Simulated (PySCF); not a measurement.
**Radial density of O²⁺ (oxygen, charge +2)**

PBEsol, [He] 2s2 2p2, high-spin 3P determinant. Computed with PySCF 2.14 in aug-cc-pVQZ with one added diffuse shell each of s, p, d, f, g type (7s6p5d4f3g, 105 functions), with no relativity, point nucleus.

```
r (bohr)  4πr²ρ (e/bohr)  4πr²(ρα − ρβ)
 0.00307         0.03548         0.0000
 0.00517         0.09691        -0.0001
 0.00870          0.2594        -0.0002
  0.0146          0.6673        -0.0006
  0.0246           1.611        -0.0011
  0.0414           3.491        -0.0008
  0.0696           6.323         0.0069
   0.117           8.507         0.0532
   0.197           7.087         0.2413
   0.331           3.411         0.8129
   0.557           3.255         1.7065
   0.937           3.704         1.7067
    1.58           1.215         0.5516
    2.65         0.06161         0.0330
    4.46       0.0002977         0.0002
```
